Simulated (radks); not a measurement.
The numbers below are computed, except where a source is named.
Effect of the nuclear size on the iodine ion I2+, [Kr] 4d10 5s2 5p3. Level of theory: Dirac Kohn-Sham, LDA (Slater exchange, Perdew-Wang correlation), spin-unpolarised, spherical densities, finite nucleus; open shells are shared between the two j in proportion to 2j + 1; Fermi nuclear charge, rms radius 4.75 fm (a radial shooting solver on a logarithmic mesh with Libxc functionals). The rms radius is varied about that value; shifts are against it.

rms radius (fm)  total energy shift (eV)  density at nucleus (e/bohr^3)  1s1/2 shift (meV)  2s1/2 shift (meV)  4p1/2 shift (meV)  5s1/2 shift (meV)  5p1/2 shift (meV)  5p3/2 shift (meV)  6s1/2 (empty) shift (meV)
4.2323                             -1.21                       2.53e+05               -508              -59.5              0.200             -0.332              0.050              0.054                     -0.071
4.3795                            -0.881                      2.515e+05               -368              -43.2              0.145             -0.241              0.036              0.039                     -0.052
4.75                                   0                       2.48e+05              0.000              0.000              0.000              0.000              0.000              0.000                      0.000
5.2012                              1.15                      2.442e+05                482               56.5             -0.189              0.315             -0.047             -0.052                      0.067
5.3057                              1.43                      2.433e+05                599               70.2             -0.235              0.392             -0.059             -0.064                      0.084

Slopes of the eigenvalues against <r^2> in GHz/fm^2, as finite differences over the two radii next to the reference (eigenvalue slopes, not the field-shift constants of lines): 1s1/2 26100, 2s1/2 3060, 4p1/2 -10.3, 5s1/2 17.1, 5p1/2 -2.56, 5p3/2 -2.80, 6s1/2 (empty) 3.65.
